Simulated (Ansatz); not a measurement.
This geometry of AlH5N2O (9 atoms, charge 0, multiplicity 1) is a first-order saddle point.

Computed with Ansatz 0.2.0, RKS PBE0/def2-mTZVP.

```xyz
9
Properties=species:S:1:pos:R:3
N -0.499 1.018 -1.201
Al -0.168 -0.013 0.198
N 1.120 -1.225 0.134
O -1.140 0.115 1.587
H -0.036 0.971 -2.096
H -1.238 1.705 -1.228
H 1.325 -1.870 0.881
H 1.724 -1.403 -0.654
H -1.000 0.657 2.362
```

(1) Which two structures does it join? (They come from a converged band through this point; their orientation in space is the band's.)

(2) How far does it lie above each of them?

## Answers

(1) No bond is made or broken.  The two ends are copies of one structure, up to a mirror image or an exchange of like atoms.

Initial state:

```xyz
9
Properties=species:S:1:pos:R:3
N -0.543 1.022 -1.262
Al -0.145 0.098 0.192
N 1.090 -1.174 0.166
O -1.006 0.503 1.605
H -0.082 0.951 -2.156
H -1.266 1.725 -1.297
H 1.410 -1.689 0.972
H 1.585 -1.484 -0.656
H -0.955 0.002 2.420
```

Final state:

```xyz
9
Properties=species:S:1:pos:R:3
N -0.563 0.990 -1.118
Al -0.072 -0.024 0.252
N 1.198 -1.243 0.088
O -0.789 0.115 1.791
H -0.150 0.961 -2.038
H -1.300 1.678 -1.097
H 1.516 -1.823 0.849
H 1.696 -1.473 -0.758
H -1.449 0.773 2.014
```

(2) 1.2 kcal/mol above the first and 1.2 kcal/mol above the second. This is the barrier of this one path; another mechanism may lie lower.

Time of the run: 3.9 min on 2 threads of Intel(R) Xeon(R) Platinum 8259CL CPU @ 2.50GHz (Skylake/Cascade Lake) (shared host), peak memory 0.21 GiB.
